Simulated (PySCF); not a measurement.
Species: C6H7OP.
Numbering: `[CH3:1][O:2][c:3]1[cH:4][cH:5][cH:6][p:7][cH:8]1` (hydrogens: H9, H10, H11 on C1; H12 on C4; H13 on C5; H14 on C6; H15 on C8)

Geometry (GFN2-xTB, Å), atoms numbered from 1 in this order:
```xyz
15
C6H7OP angstrom
C     -2.6114   -0.2310    0.1000
O     -1.4399   -0.7235   -0.5010
C     -0.2351   -0.1902   -0.1516
C      0.8523   -0.7691   -0.8150
C      2.1571   -0.3758   -0.6087
C      2.5291    0.6236    0.2708
P      1.4297    1.5335    1.2448
C     -0.0814    0.8278    0.7719
H     -2.7624    0.8308   -0.1207
H     -3.4265   -0.8079   -0.3339
H     -2.6016   -0.3784    1.1850
H      0.6286   -1.5577   -1.5171
H      2.9328   -0.8807   -1.1699
H      3.5797    0.8652    0.3673
H     -0.9554    1.2414    1.2563
```

Theory: PySCF, TDDFT B3LYP/def2-SVPD, vertical, gas phase, core orbitals frozen in the response.

Frontier orbitals with the atoms that hold most of them (Löwdin shares over 4%, at most four atoms; ? is withheld):

```json
{"orbital": "HOMO-3", "ε (eV)": "-8.98", "atoms": "O2 25%, C6 18%, C5 17%, C1 8%"}
{"orbital": "HOMO-2", "ε (eV)": "-7.45", "atoms": "P7 63%, C6 12%, C8 12%, C5 4%"}
{"orbital": "HOMO-1", "ε (eV)": "-7.20", "atoms": "?"}
{"orbital": "HOMO", "ε (eV)": "-6.49", "atoms": "C6 21%, C4 18%, P7 17%, O2 16%"}
{"orbital": "LUMO", "ε (eV)": "-1.56", "atoms": "?"}
{"orbital": "LUMO+1", "ε (eV)": "-0.62", "atoms": "C5 20%, C3 18%, C6 18%, C8 14%"}
{"orbital": "LUMO+2", "ε (eV)": "0.38", "atoms": "C1 28%, H9 11%, H11 11%, H10 9%"}
```

Q: Which atoms hold the HOMO-1, and with what shares?

A: C8 (bonded to C, P and H) 33%; P7 (bonded to 2 C) 16%; C5 (bonded to 2 C and H) 14%; C3 (bonded to 2 C and O) 10%. By element: carbon 57% or more, phosphorus 16%.

Q: Give the leading atoms of the LUMO.

A: P7 (bonded to 2 C) 36%; C4 (bonded to 2 C and H) 16%; C8 (bonded to C, P and H) 16%; C6 (bonded to C, P and H) 14%. By element: carbon 46% or more, phosphorus 36%.

Q: How does S1 compare with the orbital gap of 4.93 eV?

A: S1 is at 4.44 eV (f = 0.038), 0.48 eV below the gap, made of HOMO→LUMO (68%), HOMO-1→LUMO (16%), HOMO→LUMO+1 (8%). 

Q: One configuration dominates each of S2, S4 and S7. Which, and how do the shares of the two leading atoms of either orbital change from the occupied to the empty one?

A: 
- S2 (4.95 eV, f 0.015), HOMO-2→LUMO (99%): P7 63% → 36%, C6 12% → 14%, C4 at most 5% → 16%
- S4 (5.68 eV, f 0.0001), HOMO-2→LUMO+1 (99%): P7 63% → at most 15%, C6 12% → 18%, C5 4% → 20%, C3 at most 5% → 18%
- S7 (6.28 eV, f 0.282), HOMO-1→LUMO+1 (74%): C8 33% → 14%, P7 16% → at most 15%, C5 14% → 20%, C3 10% → 18%

Löwdin shares depend on the basis, the more so with diffuse functions.

One conformer stands for the species.
